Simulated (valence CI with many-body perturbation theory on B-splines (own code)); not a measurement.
**E1 transitions of Se+**

Calculated by valence CI with perturbative core correlation (CI+MBPT): five valence electrons over a frozen Dirac-Fock core [Ar] 3d10, a basis of 10 s, 10 p, 9 d, 7 f, 4 g, 2 h functions for each j, with the one-electron correlation potential Σ1 (screened to all orders), the two-electron term Σ2, the three-electron term Σ3, Breit, model QED; selected single and double excitations, second order for the rest, scaled by the run's own slope (own B-spline code, finite nucleus).

Set against measurement, 14 paired levels are off by 163 cm⁻¹ on average, the worst by 326. These come from a selection out of the NIST Handbook of Basic Atomic Spectroscopic Data. Levels without a partner in it may be off by more. Among the levels kept, up to 820 cm⁻¹ of a level comes from second order outside the variational space, and about a tenth of that is noise between levels of different J, which matters for small intervals.

Lines 151 to 200 of 248 in falling wavelength, among levels below 124164 cm⁻¹, chosen from the strongest by gf and those to the six lowest levels. Wavelengths and rates use the calculated energies, so an error of 200 cm⁻¹ moves a line at 1220 Å by 0.24 % and its rate by three times that or more. Electric multipoles are in the length gauge, E1 and E2 with the static RPA response of the core. Weak lines are less certain than strong ones. Lines between different terms over intervals too small for the method are left out, as are lines whose strength nearly cancels. Where a level lies close to another of its J and parity, the split of strength between their lines is uncertain.

Names give the largest LS component (configuration and term), which can be under half, so a name can repeat, a term be missing and a line seem to break the LS rules; names also repeat where a configuration has a term twice. Letters in brackets count levels of one name in rising energy.

| λ vac (Å) | λ from measured levels | Upper | Lower | A (s⁻¹) | log gf | Branch % |
| --- | --- | --- | --- | --- | --- | --- |
| 1240 |  | 4s2.4p2.4d 2P_3/2 | 4s2.4p3 2P°_3/2 | 1.80e+08 | -0.78 | 31.0 |
| 1234 |  | 4s2.4p2.4d 4F_5/2 | 4s2.4p3 2P°_3/2 | 8.63e+05 | -2.93 | 5.5 |
| 1230 |  | 4s2.4p2.4d 4F_3/2 | 4s2.4p3 2P°_1/2 | 1.04e+07 | -2.02 | 29.9 |
| 1227 |  | 4s2.4p2.4d 2P_3/2 | 4s2.4p3 2P°_1/2 | 6.58e+07 | -1.23 | 11.3 |
| 1224 |  | 4s2.4p2.4d 2P_1/2 | 4s2.4p3 2P°_3/2 | 4.21e+07 | -1.72 | 10.9 |
| 1220 | 1218 | 4s2.4p2.5s 4P_1/2 | 4s2.4p3 2D°_3/2 | 5.55e+07 | -1.61 | 6.3 |
| 1211 |  | 4s2.4p2.4d 2P_1/2 | 4s2.4p3 2P°_1/2 | 1.47e+08 | -1.19 | 37.8 |
| 1207 | 1205 | 4s2.4p2.5s 4P_3/2 | 4s2.4p3 2D°_5/2 | 3.28e+07 | -1.54 | 3.7 |
| 1199 | 1196 | 4s2.4p2.5s 4P_3/2 | 4s2.4p3 2D°_3/2 | 9.82e+06 | -2.07 | 1.1 |
| 1197 | 1192 | 4s.4p4 4P_5/2 | 4s2.4p3 4S°_3/2 | 2.08e+07 | -1.57 | 97.2 |
| 1186 |  | 4s2.4p2.5s 2D_5/2 | 4s2.4p3 2P°_3/2 | 7.88e+07 | -1.00 | 7.6 |
| 1185 |  | 4s2.4p2.5s 2D_3/2 | 4s2.4p3 2P°_3/2 | 2.43e+08 | -0.69 | 21.7 |
| 1182 |  | 4s2.4p2.4d 2F_5/2 | 4s2.4p3 2P°_3/2 | 1.37e+07 | -1.76 | 5.9 |
| 1180 | 1178 | 4s2.4p2.5s 4P_5/2 | 4s2.4p3 2D°_5/2 | 2.58e+07 | -1.49 | 2.8 |
| 1173 |  | 4s2.4p2.4d 4D_1/2 | 4s2.4p3 2P°_3/2 | 4.33e+06 | -2.75 | 7.1 |
| 1173 |  | 4s2.4p2.5s 2D_3/2 | 4s2.4p3 2P°_1/2 | 4.81e+07 | -1.40 | 4.3 |
| 1173 | 1169 | 4s.4p4 4P_3/2 | 4s2.4p3 4S°_3/2 | 1.89e+07 | -1.81 | 97.1 |
| 1173 |  | 4s2.4p2.4d 4D_3/2 | 4s2.4p3 2P°_3/2 | 1.35e+07 | -1.95 | 17.6 |
| 1172 | 1170 | 4s2.4p2.5s 4P_5/2 | 4s2.4p3 2D°_3/2 | 7.66e+05 | -3.02 | 0.1 |
| 1169 |  | 4s2.4p2.5s 2P_1/2 | 4s2.4p3 2D°_3/2 | 1.22e+09 | -0.30 | 85.4 |
| 1162 |  | 4s2.4p2.4d 4D_5/2 | 4s2.4p3 2P°_3/2 | 1.94e+06 | -2.63 | 1.3 |
| 1162 |  | 4s2.4p2.4d 4D_1/2 | 4s2.4p3 2P°_1/2 | 1.69e+07 | -2.17 | 27.7 |
| 1161 | 1157 | 4s.4p4 4P_1/2 | 4s2.4p3 4S°_3/2 | 1.71e+07 | -2.16 | 96.8 |
| 1161 |  | 4s2.4p2.4d 4D_3/2 | 4s2.4p3 2P°_1/2 | 8.05e+05 | -3.19 | 1.1 |
| 1159 |  | 4s2.4p2.5s 2P_3/2 [a] | 4s2.4p3 2D°_5/2 | 3.99e+08 | -0.49 | 81.1 |
| 1146 |  | 4s2.4p2.5s 2P_3/2 [b] | 4s2.4p3 2D°_5/2 | 5.07e+08 | -0.40 | 75.7 |
| 1143 |  | 4s.4p4 2D_5/2 | 4s2.4p3 2D°_5/2 | 2.75e+05 | -3.49 | 3.8 |
| 1138 |  | 4s2.4p2.5s 2P_3/2 [b] | 4s2.4p3 2D°_3/2 | 2.74e+06 | -2.67 | 0.4 |
| 1135 |  | 4s.4p4 2D_5/2 | 4s2.4p3 2D°_3/2 | 7.68e+05 | -3.05 | 10.6 |
| 1104 |  | 4s2.4p2.4d 4F_3/2 | 4s2.4p3 2D°_5/2 | 1.70e+07 | -1.90 | 49.0 |
| 1102 |  | 4s2.4p2.4d 2P_3/2 | 4s2.4p3 2D°_5/2 | 3.10e+08 | -0.65 | 53.6 |
| 1097 |  | 4s2.4p2.4d 4F_5/2 | 4s2.4p3 2D°_5/2 | 2.32e+05 | -3.60 | 1.5 |
| 1097 |  | 4s2.4p2.4d 4F_3/2 | 4s2.4p3 2D°_3/2 | 1.70e+05 | -3.91 | 0.5 |
| 1095 |  | 4s2.4p2.4d 2P_3/2 | 4s2.4p3 2D°_3/2 | 2.31e+07 | -1.78 | 4.0 |
| 1090 |  | 4s2.4p2.4d 4F_5/2 | 4s2.4p3 2D°_3/2 | 1.26e+07 | -1.87 | 80.0 |
| 1086 |  | 4s2.4p2.4d 4F_7/2 | 4s2.4p3 2D°_5/2 | 1.11e+07 | -1.80 | 100.0 |
| 1082 |  | 4s2.4p2.4d 2P_1/2 | 4s2.4p3 2D°_3/2 | 1.98e+08 | -1.16 | 51.0 |
| 1060 |  | 4s2.4p2.4d 2S_1/2 | 4s2.4p3 2P°_3/2 | 1.92e+08 | -1.19 | 49.9 |
| 1059 |  | 4s2.4p2.5s 2D_5/2 | 4s2.4p3 2D°_5/2 | 7.89e+08 | -0.10 | 75.7 |
| 1058 |  | 4s2.4p2.5s 2D_3/2 | 4s2.4p3 2D°_5/2 | 8.65e+05 | -3.24 | 0.1 |
| 1056 |  | 4s2.4p2.4d 2F_5/2 | 4s2.4p3 2D°_5/2 | 1.42e+08 | -0.85 | 61.2 |
| 1052 |  | 4s2.4p2.5s 2D_5/2 | 4s2.4p3 2D°_3/2 | 1.62e+08 | -0.79 | 15.6 |
| 1052 |  | 4s2.4p2.4d 4P_5/2 | 4s2.4p3 2P°_3/2 | 1.04e+07 | -1.98 | 0.1 |
| 1051 |  | 4s2.4p2.5s 2D_3/2 | 4s2.4p3 2D°_3/2 | 8.23e+08 | -0.26 | 73.6 |
| 1051 | 1050 | 4s2.4p2.5s 4P_1/2 | 4s2.4p3 4S°_3/2 | 8.28e+08 | -0.56 | 93.3 |
| 1050 |  | 4s2.4p2.4d 2S_1/2 | 4s2.4p3 2P°_1/2 | 7.27e+07 | -1.62 | 18.8 |
| 1049 |  | 4s2.4p2.4d 2F_5/2 | 4s2.4p3 2D°_3/2 | 2.45e+07 | -1.61 | 10.6 |
| 1048 |  | 4s2.4p2.4d 4D_7/2 | 4s2.4p3 2D°_5/2 | 6.01e+06 | -2.10 | 100.0 |
| 1048 |  | 4s2.4p2.4d 4D_3/2 | 4s2.4p3 2D°_5/2 | 9.60e+06 | -2.20 | 12.6 |
| 1042 |  | 4s2.4p2.4d 4D_1/2 | 4s2.4p3 2D°_3/2 | 2.87e+07 | -2.03 | 47.1 |
